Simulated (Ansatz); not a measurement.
C2H7ClInN can be A, `C[CH2][In]([NH2])[Cl]`, or B, `C[NH][In]([CH3])[Cl]`.

Gas-phase electronic energies from Ansatz, PBE0-D4/def2-TZVP geometries. CBS: MP2 limit from def2 TZ/QZ plus the TZ coupled-cluster correction, frozen cores. DFT in def2-TZVPP. B3LYP here is the variant with VWN-RPA as its local correlation; programs differ in this. Elements past krypton have def2 core potentials. For In outer-core shells are correlated without core-valence functions, which leaves a few kJ/mol of doubt a bond. Each species was taken in one conformer, which may not be the lowest.

Question: Which isomer does CCSD(T)/CBS put lower? Give the gap. (Best estimate.)

Answer: Computed: A, by 7.8 kcal/mol.

Question: Give E(B) − E(A) in kcal/mol with HF/def2-TZVPP, PBE0-D4, ωB97M-V, B3LYP, r2SCAN-D4, CCSD/def2-TZVPP, B2PLYP. (An estimate is asked.)

Answer: Ansatz gave: HF/def2-TZVPP 5.7, PBE0-D4 7.1, ωB97M-V 7.2, B3LYP 6.4, r2SCAN-D4 7.4, CCSD/def2-TZVPP 6.9, B2PLYP 6.8. None reverses the order clearly.

Largest T1 diagnostic: 0.013.

In def2-TZVPP, CCSD(T) changes the Hartree–Fock value by +1.4 kcal/mol (the triples alone add +0.1 kcal/mol) and MP2 by +2.1 kcal/mol.
